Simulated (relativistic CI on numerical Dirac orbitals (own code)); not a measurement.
**Tl¹⁹⁺: sensitivity of the levels to the model**

Base calculation: Dirac-Coulomb-Breit CI, orbitals from a KLI potential per configuration, model QED (radiative potential, 1s self-energy scaled to tabulated hydrogen-like ionisation energies), unscaled Slater integrals.

Configurations in the expansion (outside the closed core [Kr] 4d10): 4f14 5s2, 4f14 5s 5p, 4f13 5s2 5p, 4f14 5s 5d, 4f14 5s 5f, 4f14 5p 5d, 4f13 5s2 5d, 4f14 5s 5g, 4f14 5p2, 4f13 5p3, 4f13 5p2 5d, 4f14 5d2, 4f13 5p 5d2, 4f13 5d3, 4f14 5f2, 4f13 5p 5f2, 4f13 5d 5f2. Double excitations out of closed p, d and f shells are left out; levels of such configurations are missing from the list, as are those of other unlisted configurations, and high levels can miss mixing partners.

The lowest level and the first level of each name with at least 55 % of one term (blank where a level has no safe partner in the second run):

```tsv
Level	Base (cm⁻¹)	Shift (cm⁻¹)
4f14 5s2 1S_0	0	0
4f14 5s 5p 3P°_0	319807	-7412
4f14 5s 5p 3P°_1	346235	-5969
4f13 5s2 5p 3D_3	527033	-3792
4f14 5s 5p 3P°_2	550004	-6991
4f13 5s2 5p 3G_3	564297	-3817
4f14 5s 5p 1P°_1	621700	-329
4f14 5p2 3P_0	743347	-8711
4f13 5s2 5p 3G_5	754915	-2039
4f13 5s2 5p 3F_4	774266	-2016
4f13 5s2 5p 3D_1	783590	-1973
4f14 5p2 3P_1	946078	-6556
4f14 5p2 1D_2	950950	+7083
4f14 5s 5d 3D_1	1156192	-8481
```

At this charge transitions that keep the count of f electrons are usually good to a few per cent. Levels that differ in their count of f electrons can be misplaced by several ten thousand cm⁻¹, since the correlation energy of f electrons is missing or only estimated; rates across such gaps can be off by orders of magnitude.

**Question.** One thing was changed in a second run, which moved the levels as shown. Which?
A. Breit term removed
B. configuration mixing switched off
C. QED terms removed
D. valence Slater integrals scaled by 0.9

**Answer.** B. Configuration mixing switched off. Without mixing, levels that were pushed by configurations of the same parity and J return to their single-configuration places.

LS names give the leading component of a level, which can be under half, so a name can repeat, a term be missing and a line seem to break the LS rules.
